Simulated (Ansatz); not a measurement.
Mulliken charges of C2H3AlF2O (`FC1(F)O[CH]1[AlH2]`) from PBE/def2-TZVPP in Ansatz (PBE0-D4/def2-TZVP geometry).

```csv
atom,x (Å),y (Å),z (Å),charge (e)
F1,1.062,-1.648,-0.059,-0.159
C2,1.089,-0.428,-0.624,0.377
F3,2.356,-0.157,-0.931,-0.140
O4,0.166,-0.180,-1.555,-0.226
C5,0.127,0.592,-0.253,-0.144
Al6,-1.366,0.156,0.960,0.408
H7,0.500,1.605,-0.402,0.091
H8,-2.433,-0.913,0.506,-0.100
H9,-1.414,0.929,2.341,-0.108
```

Task: By hand: the dipole of these point charges (1 e Å = 4.8032 D).

Result: Σ q r = (-0.260, 0.279, 0.344) e Å, of length 0.514 e Å = 2.47 D.

Task: How does the dipole of the full density compare? (Best estimate.)

Result: Ansatz gave: (-0.198, 0.317, 0.255) e Å, 2.17 D; the point charges give 1.14 times that, at 12° from its direction.

Point charges leave out the atoms' own dipoles, such as those of lone pairs, and Mulliken's split depends on the basis, so the close match here is no proof of good charges.
